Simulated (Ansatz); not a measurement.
Input (CCSDT(Q)/def2-QZVPP; Ansatz, a quantum-chemistry and plane-wave program): A basis named .json is the Basis Set Exchange file of that set.

Ansatz 0.2 input:
```yaml
crystal:
  periodic: [false, false, false]
  atoms:
    - {symbol: Pb, position_ang: [-0.00000000, -0.00000000, -1.05929191]}
    - {symbol: I, position_ang: [0.00000000, 0.00000000, 1.63890446]}
basis:
  gaussian:
    orbitals: def2-QZVPP.json
total_charge: 1
magnetization: {spin_polarized: false}
correlation: {method: ccsdt_q, electrons: outside_noble_gas}
```

Output:

```
Functional definition: HF
integrals: 0.73 GiB planned
1774 factors; integrals over basis functions are off by at most 1.9e-7 eV
mean field: 0.90 GiB planned
mean field evaluation 1: about -13285.3864 eV, gradient 2.6e1 eV
mean field evaluation 2: about -13285.4047 eV, gradient 2.6e1 eV
mean field evaluation 4: about -13287.9623 eV, gradient 2.4e0 eV
mean field evaluation 8: about -13287.9921 eV, gradient 5.0e-1 eV
mean field evaluation 16: about -13287.9938 eV, gradient 2.5e-6 eV
mean field -13287.99381292 eV, -488.3247656992 hartree, gradient 2.5e-6 eV, S^2 0.000000; 0 other end points of the search recorded, 0 dependent functions left out
18 core orbitals not correlated
reference -13287.99381292 eV, -488.3247656992 hartree; 5, 5 occupied and 141, 141 virtual orbitals, 1774 factors
second order -5.64824616 eV of doubles, -0.00000000 eV of singles
coupled cluster: 4.64 GiB planned
cycle   1  -5.92500472 eV  change   -2.8e-1 eV  update   1.0e-1
cycle   2  -6.23013737 eV  change   -3.1e-1 eV  update   6.4e-2
cycle   3  -6.53475327 eV  change   -3.0e-1 eV  update   3.1e-2
cycle   4  -6.49010014 eV  change    4.5e-2 eV  update   1.4e-2
cycle   5  -6.46962198 eV  change    2.0e-2 eV  update   9.5e-3
cycle   6  -6.47744038 eV  change   -7.8e-3 eV  update   3.6e-3
cycle   7  -6.48112690 eV  change   -3.7e-3 eV  update   1.3e-3
cycle   8  -6.47989562 eV  change    1.2e-3 eV  update   4.3e-4
cycle   9  -6.47987285 eV  change    2.3e-5 eV  update   2.0e-4
cycle  10  -6.48005678 eV  change   -1.8e-4 eV  update   6.5e-5
cycle  11  -6.47991236 eV  change    1.4e-4 eV  update   2.6e-5
cycle  12  -6.47991318 eV  change   -8.2e-7 eV  update   9.2e-6
cycle  13  -6.47991236 eV  change    8.2e-7 eV  update   3.2e-6
cycle  14  -6.47991356 eV  change   -1.2e-6 eV  update   1.5e-6
cycle  15  -6.47991383 eV  change   -2.7e-7 eV  update   7.2e-7
perturbative correction -0.02358998 eV, -0.0008669158 hartree
Total energy: -13294.49731673 eV, -488.5637650561 hartree
```

 The CCSD(T) runs of this state have a T1 diagnostic of up to 0.029.
